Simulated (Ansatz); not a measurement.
**How methods differ on SnH3Cl (SMILES [H][Sn]([H])([H])[Cl])**

SnH3Cl: 5 atoms, total charge 0, spin state singlet. As SMILES, `[H][Sn]([H])([H])[Cl]`. The shape comes from GFN2-xTB, which is rough for such elements, and wasn't checked as a minimum.

Quantity: the vertical ionisation energy (to the doublet cation), in eV. The values are calculated.

| level | kind | program | value (eV) | less FCI/STO-3G |
| --- | --- | --- | --- | --- |
| HF/STO-3G | Hartree–Fock | Ansatz | 8.95 | +0.15 |
| BLYP/STO-3G | GGA | Ansatz | 8.85 | +0.05 |
| revPBE/STO-3G | GGA | Ansatz | 9.00 | +0.20 |
| r2SCAN/STO-3G | meta-GGA | Ansatz | 9.26 | +0.46 |
| B3LYP/STO-3G | global hybrid | Ansatz | 9.37 | +0.57 |
| CAM-B3LYP/STO-3G | range-separated hybrid | Ansatz | 9.59 | +0.79 |
| MP2/STO-3G | perturbation theory | Ansatz | 8.95 | +0.15 |
| FCI/STO-3G | exact in the basis | Ansatz | 8.80 | 0.00 |

FCI/STO-3G is exact within its basis and frozen core, so for wave-function methods in that basis the difference is their error; functionals converge differently with the basis, so for them it is only a difference. All-electron rows without a relativistic Hamiltonian named are non-relativistic. Spin-orbit coupling, which can split open shells on such heavy atoms by tenths of an eV, is left out. The values span 8.80 to 9.59 eV. All rows use very small basis sets, so none should be taken for the real molecule's value. In the correlated wave-function rows the outer d shell of Sn is correlated, in sets not made for it.
